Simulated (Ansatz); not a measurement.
Mulliken charges of C₃H₅Ga (`C#[C][GaH][CH3]`) from r2SCAN/def2-TZVPP in Ansatz (PBE0-D4/def2-TZVP geometry).

| atom | x (Å) | y (Å) | z (Å) | charge (e) |
| --- | --- | --- | --- | --- |
| C1 | 1.499 | 0.817 | -2.139 | -0.138 |
| C2 | 0.950 | 0.745 | -1.063 | -0.306 |
| Ga3 | 0.069 | 0.611 | 0.644 | 0.369 |
| C4 | -1.036 | -0.973 | 0.966 | -0.297 |
| H5 | 1.984 | 0.883 | -3.086 | 0.213 |
| H6 | 0.293 | 1.783 | 1.655 | -0.059 |
| H7 | -0.451 | -1.877 | 0.782 | 0.073 |
| H8 | -1.435 | -1.006 | 1.980 | 0.073 |
| H9 | -1.871 | -0.983 | 0.260 | 0.070 |

Problem. By hand: the dipole of these point charges (1 e Å = 4.8032 D).

Solution. Σ q r = (-0.028, -0.023, 0.036) e Å, of length 0.051 e Å = 0.24 D.

Problem. How does the dipole of the full density compare? (Estimate.)

Solution. Computed: (-0.077, -0.125, 0.003) e Å, 0.71 D; the point charges give 0.34 times that, at 47° from its direction.

Point charges leave out the atoms' own dipoles, such as those of lone pairs, and Mulliken's split depends on the basis, so the two needn't agree.
